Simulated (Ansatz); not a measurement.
Reaction (redistribution): `C[S][AlH][CH2]F` + `F[Si](F)([SiH3])Cl` → `F[CH2][AlH][SiH3]` + `CS[Si](F)(F)Cl`

Isolated molecules relaxed with PBE0-D4/def2-TZVP in Ansatz; ΔE leaves out vibrations. CCSD(T)/CBS adds triple-zeta CCSD(T) − MP2 to the extrapolated MP2 energy (def2 sets, frozen cores). Functionals use def2-TZVPP. One conformer a species, not always the lowest.

`C[S][AlH][CH2]F`:

Z-matrix (Å, degrees):
```
C
S 1 1.824
H 1 1.089 2 108.2
H 1 1.089 2 108.2 3 118.1
H 1 1.087 2 112.2 3 -120.9
Al 2 2.163 1 106.0 3 120.7
C 6 1.985 2 125.0 1 0.0
H 6 1.583 2 116.6 1 179.9
F 7 1.399 6 115.0 2 -0.5
H 7 1.098 6 110.4 2 121.2
H 7 1.098 6 110.4 2 -122.2
```

`F[Si](F)([SiH3])Cl`:

Z-matrix (Å, degrees):
```
Si
F 1 1.585
Si 1 2.330 2 111.5
F 1 1.585 2 106.4 3 121.7
Cl 1 2.034 2 107.7 3 -123.1
H 3 1.484 1 108.3 2 179.6
H 3 1.484 1 108.3 2 -60.9
H 3 1.484 1 109.5 2 59.3
```

`F[CH2][AlH][SiH3]`:

```xyz
10

F    -1.850   -0.137    1.228
C    -1.525   -1.096    0.261
Al    0.187   -0.663   -0.642
Si    1.399    1.361    0.033
H    -1.492   -2.074    0.759
H    -2.362   -1.150   -0.449
H     0.679   -1.673   -1.769
H     2.667    1.554   -0.725
H     0.555    2.571   -0.180
H     1.742    1.306    1.483
```

`CS[Si](F)(F)Cl`:

Cartesian coordinates in Å:
```
C 1.324 0.795 0.222
S 0.261 0.439 -1.216
Si -1.190 -0.704 -0.252
F -0.572 -1.978 0.451
F -1.892 0.095 0.919
Cl -2.582 -1.288 -1.589
H 1.729 -0.123 0.644
H 2.142 1.406 -0.157
H 0.780 1.358 0.978
```

```csv
species,ωB97X-V energy (Eh)
`C[S][AlH][CH2]F`,-820.24537
`F[Si](F)([SiH3])Cl`,-1240.76056
`F[CH2][AlH][SiH3]`,-673.38926
`CS[Si](F)(F)Cl`,-1387.60021
```

Q: Work out ΔE.

A: ΔE = (-673.38926) + (-1387.60021) − (-820.24537) − (-1240.76056) = 0.01646 Eh = +43.2 kJ/mol. CCSD(T)/CBS gives +44.5 kJ/mol.

Largest T1 diagnostic among the species: 0.012.
